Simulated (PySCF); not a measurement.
Species: C7H11S (doublet state).
Structure used (GFN2-xTB), in Å, numbered top down from 1:
```xyz
19
C7H11S angstrom
C     -1.2076    1.4042    1.2469
C     -0.5977    0.4150    0.2900
C      0.6217    0.8632   -0.4982
C      1.3284   -0.4128   -0.8140
S      2.8562   -0.4613   -1.6291
C      0.8810   -1.5418    0.0522
C     -0.4362   -1.0480    0.6104
C     -1.4530   -0.6057   -0.4034
H     -2.0362    0.9505    1.7858
H     -0.4682    1.7421    1.9723
H     -1.5811    2.2746    0.7081
H      1.2409    1.5352    0.1142
H      0.3491    1.4170   -1.4050
H      2.6560    0.6400   -2.3582
H      0.7754   -2.4704   -0.5200
H      1.5910   -1.7480    0.8656
H     -0.7738   -1.4626    1.5488
H     -2.4960   -0.6610   -0.1302
H     -1.2597   -0.8211   -1.4437
```

The hyperfine couplings belong to this conformer and change with its torsions.

The species is `C[C@@]12C[C](S)C[C@@H]1C2` [radical].

Computed with PySCF, UKS B3LYP, pcH-1 on C H S, non-relativistic, mean-field spin-orbit, GIAO. Geometry: GFN2-xTB, one conformer, isolated molecule. A GFN2-xTB geometry isn't a minimum of the functional, and hyperfine couplings can be far from their values at a DFT geometry. Stability of the SCF solution: not tested.

Mulliken spin populations: C1 0.000, C2 -0.003, C3 -0.060, C4 +0.835, S5 +0.124, C6 -0.067, C7 +0.002, C8 +0.005, H9 0.000, H10 0.000, H11 0.000, H12 +0.053, H13 +0.026, H14 +0.004, H15 +0.028, H16 +0.052, H17 -0.001, H18 +0.001, H19 0.000.

What dipolar couplings does the calculation give for H9, H10, H11, H12, H13, H15, H16, H17, H18, H19?

```tsv
atom	position	distance from C4 (Å)	T1 (MHz)	T2	T3
H9	4 bonds from C4	4.47	-0.74	-0.65	1.39
H10	4 bonds from C4	3.95	-1.17	-0.92	2.08
H11	4 bonds from C4	4.24	-0.91	-0.79	1.70
H12	β, 2 bonds from C4	2.16	-4.47	-2.66	7.13
H13	β, 2 bonds from C4	2.16	-5.06	-4.10	9.17
H15	β, 2 bonds from C4	2.15	-4.64	-4.11	8.75
H16	β, 2 bonds from C4	2.16	-4.15	-3.00	7.15
H17	γ, 3 bonds from C4	3.33	-1.65	-1.42	3.07
H18	4 bonds from C4	3.89	-1.25	-1.07	2.32
H19	4 bonds from C4	2.69	-4.27	-3.42	7.69
```

Estimate them with point dipoles: put each population ρk at its nucleus, leave out the nucleus itself and the atom bound to it, and sum T = Σ [ρk/(2S)]·C·(3 n nᵀ − 1)/r³ with C = μ0 gₑ μB g_N μN/(4π h) = 79.06 MHz Å³.

```csv
atom,T1 (MHz),T2,T3,"T3, computed",difference in T3 (%)
H9,-0.76,-0.71,1.46,1.39,+5
H10,-1.20,-1.04,2.25,2.08,+8
H11,-0.89,-0.83,1.71,1.70,+1
H12,-7.00,-6.21,13.22,7.13,+85
H13,-7.36,-5.73,13.10,9.17,+43
H15,-7.40,-5.83,13.23,8.75,+51
H16,-6.99,-6.18,13.17,7.15,+84
H17,-1.72,-1.45,3.17,3.07,+3
H18,-1.11,-1.09,2.19,2.32,-5
H19,-3.39,-3.28,6.67,7.69,-13
```

In T3 the estimate is closest for H11 (+1 %, 4.24 Å from C4) and worst for H12 (+85 %, 2.16 Å).

If all the spin sat on C4, T∥ = 2C/r³. What distance does the computed T3 of H17 then imply?

r = (2 × 79.06/3.07)^(1/3) = 3.72 Å, against 3.33 Å in the structure.

On one thread, Arm Neoverse V1 (aarch64), on a shared host, this took 2.4 min of wall time (with the writing of density and orbital grids) and 1.1 GiB of memory at its peak.
